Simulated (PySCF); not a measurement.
**Telling isomers of C₆H₁₁N₃O apart by NMR**

PySCF calculation with σ from GIAO-PBE0/pcSseg-1 and coordinates at the GFN2-xTB level; single conformer, no solvent, one averaged value for each set of equivalent atoms, relativity neglected.

References, each an isolated molecule treated in the same way: 1H (σref 31.72) and 13C (σref 186.93) vs TMS. Where no couplings were computed, multiplicities follow the n + 1 count of equivalent neighbours, and m marks all less simple cases (inequivalent or close neighbours, rings, F or P nearby). Shifts are as computed. Against solution values, carbons near 30 ppm lie about +3 ppm off and those near 130 ppm about +5 ppm. Of 1211 compounds with measured shifts, 218 miss one by over three times the rms of a fit or turn the order of signals round; such compounds aren't used in these exercises.

(1) Tabulate the signals of `CCn1nc(C)c(OC)n1`, `CCn1c(C)nnc1OC`, `COc1cnn(C(C)C)n1`, `COc1cnnn1C(C)C` and their relative energies.

(2) What is the quickest way to tell CCn1c(C)nnc1OC from COc1cnnn1C(C)C?

(3) What is the quickest way to tell CCn1c(C)nnc1OC from COc1cnn(C(C)C)n1?

(4) What is the quickest way to tell COc1cnn(C(C)C)n1 from COc1cnnn1C(C)C?

## Answers

(1) 
| SMILES | carbon types | δC | δH | E rel. (kcal/mol) |
| --- | --- | --- | --- | --- |
| CCn1nc(C)c(OC)n1 | 2×C 1×CH2 3×CH3 | 166.4, 132.7, 57.8, 51.4, 19.0, 11.3 | 4.24 (q, 2H), 4.09 (s, 3H), 2.37 (s, 3H), 1.37 (t, 3H) | 8.4 |
| CCn1c(C)nnc1OC | 2×C 1×CH2 3×CH3 | 165.5, 148.7, 58.1, 38.9, 18.0, 13.3 | 4.26 (s, 3H), 3.73 (q, 2H), 2.38 (s, 3H), 1.20 (t, 3H) | 0.0 |
| COc1cnn(C(C)C)n1 | 1×C 2×CH 3×CH3 | 167.3, 124.2, 57.7, 57.4, 25.0 | 7.20 (s, 1H), 4.55 (sept, 1H), 4.06 (s, 3H), 1.52 (d, 6H) | 11.2 |
| COc1cnnn1C(C)C | 1×C 2×CH 3×CH3 | 159.7, 113.6, 58.9, 48.6, 25.3 | 6.96 (s, 1H), 4.39 (sept, 1H), 4.05 (s, 3H), 1.58 (d, 6H) | 19.2 |

Energies are electronic energies at PBE0/pcSseg-1 on these geometries, without zero-point or thermal terms, each for the one conformer computed, which needn't be the lowest.

(2) Count the carbon signals: 6 against 5. The first has an sp3 CH2 bonded to N at 38.9 ppm, the second an aromatic CH next to a ring nitrogen at 113.6 ppm. Their most deshielded carbons lie at 165.5 and 159.7 ppm. In the proton spectra the most deshielded non-exchanging signals are 4.26 (s, 3H) and 6.96 (s, 1H).

(3) Count the carbon signals: 6 against 5. The first has an sp3 CH2 bonded to N at 38.9 ppm, the second an aromatic CH next to a ring nitrogen at 124.2 ppm. Their most deshielded carbons lie at 165.5 and 167.3 ppm. In the proton spectra the most deshielded non-exchanging signals are 4.26 (s, 3H) and 7.20 (s, 1H).

(4) Both give the same number of carbon signals, with the same numbers of each carbon type, so the positions decide. The first has an aromatic CH next to a ring nitrogen at 124.2 ppm, the second an aromatic CH next to a ring nitrogen at 113.6 ppm. Their most deshielded carbons lie at 167.3 and 159.7 ppm.
